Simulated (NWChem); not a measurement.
System: TiOClF; SMILES [Ti](=[O])([F])[Cl]

Results from NWChem. All runs use the structure optimised with PBE0/def2-SVP. Ions are spin-unrestricted doublets at the neutral geometry. Hybrids' shares of exact exchange are those that their runs print; pure functionals count as 0. The functionals differ in more than this share.

```csv
row,share of exact exchange,ΔSCF ionisation energy minus −ε(HOMO) (eV)
PBE/def2-SVP,0.00,3.66
B3LYP/def2-SVP,0.20,2.83
PBE0/def2-SVP,0.25,2.57
M06-2X/def2-SVP,0.54,withheld
```

### Question
Fit a straight line of the last column on the one before it, predict the withheld value, and compare with the run.

### Answer

1. Means of the 3 shown rows: x = 0.150, y = 3.020. Slope Σ(x − x̄)(y − ȳ)/Σ(x − x̄)² = -0.1505/0.03500 = -4.300; intercept 3.665.
2. The shown rows scatter about the line by 0.019 (root mean square); the largest residual is +0.03, at B3LYP/def2-SVP.
3. At x = 0.54 (M06-2X/def2-SVP; beyond the shown range) the line gives 1.34.
4. The run gives 1.49, +0.15 from the line. The line crosses zero at a share of 0.85, outside the shown range.
